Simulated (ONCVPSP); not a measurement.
**Before and after: ONCV potential for K**

potassium, optimised norm-conserving Vanderbilt (ONCV), made with ONCVPSP 4.0.1 (LDA (Perdew-Wang 92), scalar-relativistic). Core [Ne], reference 3s2 3p6 4s1. Waves: 3s+4s: rc 2.45 bohr, ncon 3, nbas 7, qcut 3.9 1/bohr, 2 projectors; 3p: rc 1.30 bohr, ncon 4, nbas 8, qcut 6.8 1/bohr, 2 projectors, debl 1.8 Ha; d scattering state at 0.07 Ha: rc 2.20 bohr, ncon 3, nbas 7, qcut 3.8 1/bohr, 1 projector. Local part: polynomial inside 0.85 bohr (lpopt 2, dvloc0 0 Ha). Core correction: Teter function, fcfact 4.75, rcfact 1.25.

Change: s: qcut 2.5; p: qcut 4.4; d: qcut 2.4.

Cutoffs: the cutoffs (Ha) at which the residual kinetic energy of the hardest occupied pseudo-wave falls to 1 and 0.1 mHa per electron; they do not see the model core or the augmentation charge, which bear on the density cutoff. Errors are all-electron minus pseudo energies relative to the spin-unpolarised reference configuration.

Q: Predict the effect on cutoff, ghosts and configuration errors.

A: The potential gets neither clearly harder nor softer (12 Ha and 34 Ha → 12 Ha and 34 Ha); a bound ghost appears in s, which as a rule spoils a file; the lowest positive-energy flag moves from none to d at 58.1 eV; of the 4 tests that both files solve, the error grows in 0 and shrinks in 1 by more than 15 % and 0.3 meV (median size 0.2 → 0.1 meV).

| quantity | base | changed |
| --- | --- | --- |
| cutoff, loose | 12 Ha | 12 Ha |
| cutoff, tight | 34 Ha | 34 Ha |
| loose cutoff by channel | s 4.8 Ha, p 12 Ha | s 11 Ha, p 12 Ha |
| bound ghosts | none | s |
| GHOST(+) flags under 300 eV | none | d at 58.1 eV |
| error for 3s2 3p6 4s0, meV [ΔE 4.40 eV] | -0.3 | -0.1 |
| error for 3s2 3p6 4s0.5, meV [ΔE 1.71 eV] | 0.0 | 0.0 |
| error for 3s2 3p6 4s0 4p1, meV [ΔE 1.63 eV] | -0.1 | 0.0 |
| error for 3s2 3p5 4s1, meV [ΔE 24.97 eV] | +22 | +17 |
| s: phases at 2.49 bohr within 0.05 rad from the reference energy up to (Ha; the scan ends near 5) | 2.4 | 3.2 |
| p: phases at 1.32 bohr within 0.05 rad from the reference energy up to (Ha; the scan ends near 5) | to the end of the scan | to the end of the scan |
| d: phases at 2.23 bohr within 0.05 rad from the reference energy up to (Ha; the scan ends near 5) | 0.8 | 0.7 |
| rms error of d²Exc/dni dnj with the model core, mHa | 0.57 | 0.62 |

Base: The cutoffs count occupied waves only; projector 1 of the d channel, the hardest unoccupied one, needs 36 Ha at the loose tolerance. Changed file: The cutoffs count occupied waves only; projector 1 of the d channel, the hardest unoccupied one, needs 50 Ha at the loose tolerance. A true bound ghost makes a file unfit for plane-wave use even where its test errors are small: the radial tests pick states by their node count and pass the ghost by.
